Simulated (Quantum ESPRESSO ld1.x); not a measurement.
Species: the holmium ion Ho2+. Configuration: [Xe] 4f11. Calculated with ld1.x of Quantum ESPRESSO 7.5: Dirac Kohn-Sham, PW91, spin-unpolarised, spherical densities, point nucleus; open shells are shared between the two j in proportion to 2j + 1. Some entries of the table are withheld. Estimate them.

| orbital | occ. | eigenvalue (eV) | r(max) (bohr) | <r^2> (bohr^2) |
|---|---|---|---|---|
| 1s1/2 | 2 | -55456.3 | 0.013 | 0.0005880 |
| 2s1/2 | 2 | -9282.56 | 0.074 | 0.009108 |
| 2p1/2 | 2 | (1) | 0.057 | 0.006580 |
| 2p3/2 | 4 | (2) | 0.062 | 0.007803 |
| 3s1/2 | 2 | -2084.01 | 0.211 | 0.06028 |
| 3p1/2 | 2 | -1888.46 | 0.199 | 0.05587 |
| 3p3/2 | 4 | -1709.41 | 0.212 | 0.06277 |
| 3d3/2 | 4 | -1374.26 | 0.167 | 0.04960 |
| 3d5/2 | 6 | -1335.14 | 0.171 | 0.05152 |
| 4s1/2 | 2 | -422.918 | 0.484 | 0.3041 |
| 4p1/2 | 2 | -345.296 | 0.488 | 0.3182 |
| 4p3/2 | 4 | -305.130 | 0.512 | 0.3565 |
| 4d3/2 | 4 | -177.399 | 0.516 | (3) |
| 4d5/2 | 6 | -170.114 | 0.525 | (4) |
| 5s1/2 | 2 | -64.6536 | 1.14 | 1.834 |
| 5p1/2 | 2 | -43.7436 | 1.25 | (5) |
| 5p3/2 | 4 | -38.6837 | 1.33 | (6) |
| 4f5/2 | 4.71429 | -17.9033 | 0.521 | 0.9428 |
| 4f7/2 | 6.28571 | -16.9224 | 0.525 | 0.9928 |

Answer. 
(1) 2p1/2 eigenvalue (eV): -8835.40
(2) 2p3/2 eigenvalue (eV): -7978.14
(3) 4d3/2 <r^2> (bohr^2): 0.4048
(4) 4d5/2 <r^2> (bohr^2): 0.4200
(5) 5p1/2 <r^2> (bohr^2): 2.351
(6) 5p3/2 <r^2> (bohr^2): 2.708
